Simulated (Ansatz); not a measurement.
Geometry optimisation, RHF/6-31G* (Ansatz 0.2.0).

Input file:

```yaml
crystal:
  periodic: [false, false, false]
  atoms:
    - { symbol: Al, position_ang: [0.01989, 0.110647, 0.289937] }
    - { symbol: H, position_ang: [0.321741, 0.271086, 1.785633] }
    - { symbol: O, position_ang: [1.611358, -0.490391, 0.056013] }
    - { symbol: Si, position_ang: [2.851827, -1.497176, -0.262981] }
    - { symbol: H, position_ang: [2.352246, -2.797021, -0.767508] }
    - { symbol: H, position_ang: [3.770586, -0.937078, -1.276226] }
    - { symbol: H, position_ang: [3.623485, -1.749209, 0.971511] }
    - { symbol: Cl, position_ang: [-1.544632, 0.387641, -1.05638] }
basis:
  gaussian: { orbitals: "6-31G*" }
hamiltonian:
  xc: hf
relax:
  f_tol: 0.03
  max_steps: 50
```

Command:

```bash
$ ansatz run input.yaml --threads 1 --pin off --max-ram 2048MiB --backend cpu --events-out ev --progress --plain --runs-dir out
```

Q: Where does it end, and by what steps?

A: It converged. The force dipped under the threshold on the way, but the program's further checks kept it going. After 7 steps the energy has fallen by 0.713 eV; H2 moved furthest, 0.68 Å.

| step | energy less start (eV) | largest force component (eV/Å) | accepted |
| --- | --- | --- | --- |
| 0 | 0.0000 | 2.011 | yes |
| 1 | -0.4346 | 1.414 | yes |
| 2 | -0.6557 | 0.630 | yes |
| 3 | -0.6842 | 0.675 | yes |
| 4 | -0.7104 | 0.138 | yes |
| 5 | -0.7124 | 0.025 | yes |
| 6 | -0.7116 | 0.110 | no |
| 7 | -0.7126 | 0.020 | yes |

```xyz
8
Properties=species:S:1:pos:R:3
Al 0.146 0.095 0.487
H -0.184 0.712 1.884
O 1.572 -0.733 0.192
Si 2.872 -1.574 -0.317
H 2.452 -2.862 -0.901
H 3.608 -0.804 -1.339
H 3.776 -1.840 0.818
Cl -1.235 0.305 -1.086
```

Whether the end is a true minimum wasn't checked by a vibrational analysis.

Run time: 14 s on 1 thread of Arm Neoverse V2, with other jobs on the host, peak memory 0.14 GiB.
